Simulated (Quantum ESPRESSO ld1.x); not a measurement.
Task: Hf V, configuration [Xe] 4f14. Method: Dirac Kohn-Sham, LDA (Slater exchange, Hedin-Lundqvist correlation), spin-unpolarised, spherical densities, point nucleus; computed with ld1.x of Quantum ESPRESSO 7.5. Some entries of the table are withheld. Estimate them.

| orbital | occ. | eigenvalue (hartree) | <r> (bohr) | <1/r> (bohr^-1) |
|---|---|---|---|---|
| 1s1/2 | 2 | -2395.56 | 0.01900 | (1) |
| 2s1/2 | 2 | -410.728 | 0.07981 | 20.30 |
| 2p1/2 | 2 | (2) | (3) | 20.27 |
| 2p3/2 | 4 | (4) | (5) | 17.22 |
| 3s1/2 | 2 | -94.7273 | 0.2084 | 7.445 |
| 3p1/2 | 2 | -86.6128 | (6) | 7.364 |
| 3p3/2 | 4 | -77.2384 | (7) | 6.576 |
| 3d3/2 | 4 | -63.4633 | 0.1864 | 6.470 |
| 3d5/2 | 6 | -61.4170 | 0.1908 | 6.282 |
| 4s1/2 | 2 | -20.2703 | 0.4684 | 3.125 |
| 4p1/2 | 2 | -16.9476 | 0.4747 | 3.015 |
| 4p3/2 | 4 | -14.7948 | 0.5080 | 2.738 |
| 4d3/2 | 4 | (8) | 0.5289 | 2.520 |
| 4d5/2 | 6 | (9) | 0.5405 | 2.453 |
| 5s1/2 | 2 | -3.97107 | 1.125 | 1.194 |
| 5p1/2 | 2 | -3.01178 | 1.239 | 1.070 |
| 5p3/2 | 4 | -2.70832 | 1.334 | 0.9786 |
| 4f5/2 | 6 | -2.17577 | 0.6637 | 1.942 |
| 4f7/2 | 8 | -2.11118 | 0.6751 | 1.912 |

Result: 
(1) 1s1/2 <1/r> (bohr^-1): 83.78
(2) 2p1/2 eigenvalue (hartree): -392.454
(3) 2p1/2 <r> (bohr): 0.06614
(4) 2p3/2 eigenvalue (hartree): -348.699
(5) 2p3/2 <r> (bohr): 0.07387
(6) 3p1/2 <r> (bohr): 0.1982
(7) 3p3/2 <r> (bohr): 0.2126
(8) 4d3/2 eigenvalue (hartree): -9.32565
(9) 4d5/2 eigenvalue (hartree): -8.93153
